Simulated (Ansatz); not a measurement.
Wavefunction ladder for C2H5AlO2S, SMILES `[OH][Al]1[CH2]SC[O]1`

Cartesian coordinates in Å:
```
O -2.6390 -0.1636 -0.6606
Al -1.0107 -0.0187 -0.2607
C 0.5783 -0.0223 -1.3748
S 1.7103 -0.6769 -0.1126
C 0.9732 0.1206 1.3793
O -0.4165 0.1621 1.3375
H -3.3577 -0.2090 -0.0330
H 0.9250 0.9251 -1.7927
H 0.5285 -0.7599 -2.1768
H 1.3254 -0.4888 2.2166
H 1.3832 1.1314 1.4779
```

Total charge 0; spin multiplicity 1. Geometry: relaxed with PBE0-D4/def2-TZVP. It is one conformer, not always the lowest. Frozen core, restricted reference, the Gaussian-basis code of Ansatz. CBS rows extrapolate triple and quadruple zeta; past MP2 they add the triple-zeta difference.

```
     basis     HF (Eh)  MP2 corr.  CCSD corr.       (T)  CCSD(T) total
  def2-SVP  -867.53599   -0.83129    -0.87522  -0.02516     -868.43637
def2-TZVPP  -868.04398   -1.05893    -1.09254  -0.04660     -869.18312
def2-QZVPP  -868.07337   -1.14126           –         –              –
 CBS(def2)  -868.07742   -1.20224    -1.23585     as TZ     -869.35987
```
